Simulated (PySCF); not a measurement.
## Ti⁺: ionisation energy

Ti⁺ [Ar] 3d2 4s1 (4F) → Ti²⁺ [Ar] 3d2 (3F), as a difference of total energies. All numbers are calculated (PySCF 2.14, the spin-free X2C one-electron Hamiltonian (Gaussian nucleus), in cc-pVTZ-DK). Correlated levels: valence: [Ar] frozen. The calculations carry no spin-orbit coupling.

```json
{"method": "UHF", "ionisation energy (eV)": "12.940"}
{"method": "M06-2X", "ionisation energy (eV)": "13.588"}
{"method": "r2SCAN", "ionisation energy (eV)": "13.837"}
{"method": "MP2 (valence)", "ionisation energy (eV)": "13.119"}
{"method": "SCS-MP2 (valence)", "ionisation energy (eV)": "13.000"}
```

**Question.** How much does correlation contribute at MP2 (valence)?

**Answer.** 13.119 − (12.940) = 0.179 eV, measured against UHF.

The reference lies between the lowest fine-structure levels, while these numbers refer to the centres of the terms.

Errors of the correlated levels include the incompleteness of this basis and the frozen core.

For comparison: 13.575 eV (measured; NIST Atomic Spectra Database, ionization energies).
